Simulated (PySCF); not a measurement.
Isomers of CH8O3Si3, one GFN2-xTB conformer each. Single-point energies are computed at PBE0/pcSseg-1 (PySCF, gas phase, no added dispersion term), electronic only.

```csv
SMILES,GFN2-xTB relative energy (kcal/mol)
O=C(O)[SiH2][SiH2]O[SiH3],148.3
C[SiH]1O[SiH2]O[SiH2]O1,0.0
```

Conformers: `[O:1]=[C:2]([OH:3])[SiH2:4][SiH2:5][O:6][SiH3:7]` with O1–C2–O3–H -1°, O1–C2–Si4–Si5 -84°, C2–Si4–Si5–O6 -175°.

**Question.** What does PBE0/pcSseg-1 give for the same structures?

**Answer.** 
```
                   SMILES  PBE0/pcSseg-1 E (Eh)  PBE0/pcSseg-1 (kcal/mol)  GFN2-xTB (kcal/mol)  point group
  C[SiH]1O[SiH2]O[SiH2]O1           -1136.62326                       0.0                  0.0      near Cs
O=C(O)[SiH2][SiH2]O[SiH3]           -1136.42558                     124.0                148.3           C1
```

Both levels put the same isomer lowest. As drawn, the higher has a C=O bond, an O–H bond and a C(=O)–O unit, which the lower lacks.

**Question.** Which frontier levels, dipoles and rotational constants go with these structures?

**Answer.** 
```csv
SMILES,"HOMO (eV, PBE0/pcSseg-1)",LUMO (eV),dipole (D),"A, B, C (MHz)"
C[SiH]1O[SiH2]O[SiH2]O1,-8.21,0.80,0.63,"2219, 1450, 978.0"
O=C(O)[SiH2][SiH2]O[SiH3],-7.69,-0.93,1.80,"4447, 509.7, 501.3"
```
